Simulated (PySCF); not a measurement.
Delta-SCF ions had no search for a lower state. Excitations are Tamm–Dancoff values on a coarser integration grid. The basis has no diffuse functions, so Rydberg states are missing or too high.

Z-matrix (Å, degrees):
```
Al
I 1 2.4633
I 1 2.4633 2 120.00
I 1 2.4633 2 120.00 3 180.00
```
Charge 0, spin multiplicity 1.

Predict the LUMO, HOMO, dipole moment, total energy, S1 excitation (TDA), HOMO–LUMO gap, vertical ionisation energy (Delta-SCF) and T1 excitation (TDA) from ωB97X-D3(BJ)/def2-TZVP // B3LYP-D3(BJ)/def2-TZVP run with PySCF 2.14.0.


| Item | Result |
|---|---|
| LUMO | -0.09 eV |
| HOMO | -10.00 eV |
| dipole moment | 0.00 D |
| total energy | -1136.0489 Ha |
| S1 excitation (TDA) | 5.23 eV |
| HOMO–LUMO gap | 9.91 eV |
| vertical ionisation energy (Delta-SCF) | 10.02 eV |
| T1 excitation (TDA) | 4.91 eV |
